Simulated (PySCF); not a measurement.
## Electronic absorption of B2H7NO2

Compound: B₂H₇NO₂.
Bonds: N1–B2, B2–B3, B3–O4, B3–O5. Hydrogens: H6, H7, H8 on N1; H9, H10 on B2; H11 on O4; H12 on O5.

Level of theory: PySCF, TDDFT CAM-B3LYP/def2-SVPD, vertical, gas phase, core orbitals frozen in the response. The structure is a single PBE0-D3(BJ)/def2-SVP conformer in the gas phase; no vibrational or solvent corrections. Torsions of this conformer, `[NH3+:1][BH2-:2][B:3]([OH:4])[OH:5]`: N1–B2–B3–O4 -9°, H–O4–B3–B2 -178°, H–O5–B3–B2 -2°.

| state | E (eV) | ν̃ (cm⁻¹) | f | main configurations (H = HOMO, L = LUMO) |
| --- | --- | --- | --- | --- |
| S1 | 6.04 | 48720 | 0.016 | H→L (96%) |
| S2 | 6.79 | 54730 | 0.028 | H→L+1 (82%), H→L+2 (12%) |
| S3 | 6.86 | 55350 | 0.014 | H-1→L (90%) |
| S4 | 7.21 | 58120 | 0.034 | H→L+5 (56%), H→L+4 (27%) |
| S5 | 7.44 | 60040 | 0.0061 | H→L+2 (80%), H→L+1 (13%) |
| S6 | 7.78 | 62780 | 0.0050 | H-1→L+1 (65%), H-1→L+2 (17%) |
| S7 | 7.88 | 63550 | 0.028 | H→L+3 (85%), H→L+5 (8%) |
| S8 | 7.98 | 64340 | 0.0014 | H-2→L (52%), H-2→L+1 (31%) |
| S9 | 8.22 | 66260 | 0.070 | H→L+4 (66%), H→L+5 (22%) |
| S10 | 8.31 | 67010 | 0.015 | H-1→L+2 (65%), H-1→L+3 (16%), H-1→L+1 (9%) |

Triplets, Tamm–Dancoff:

```tsv
state	E (eV)	λ (nm)	main configurations (H = HOMO, L = LUMO)
T1	5.85	212.0	H→L (73%), H→L+5 (12%)
T2	6.20	200.0	H→L+5 (50%), H→L (21%), H→L+4 (15%)
T3	6.59	188.2	H→L+1 (78%), H→L+2 (13%)
T4	6.71	184.7	H-1→L (87%)
```

The lowest singlet comes at 205 nm (583 kJ/mol) in the ultraviolet; it is weak; its leading configuration is HOMO→LUMO (96%). The most intense listed level is S9 at 8.22 eV (151 nm, f = 0.070), 2.17 eV above S1. Löwdin shares by element: HOMO boron 60%, oxygen 10% or more, hydrogen 8% or more (atoms not listed hold the other 22%); LUMO boron 38%, hydrogen 26% or more (atoms not listed hold the other 36%). Weighted by f, the mean energy of these states is 7.56 eV. Orbital energies (eV): HOMO-3 -11.21, HOMO-2 -10.36, HOMO-1 -9.27, HOMO -8.37, LUMO 0.52, LUMO+1 1.16, LUMO+2 1.75. The oscillator strengths of these states sum to 0.218; summed over the whole spectrum of an exact calculation they would give the number of electrons, 40 (Thomas–Reiche–Kuhn). The vertical ionisation energy (ΔSCF) is 9.33 eV, 1.02 eV above S10. Only the lowest 10 singlets were computed, as vertical energies without vibronic structure.
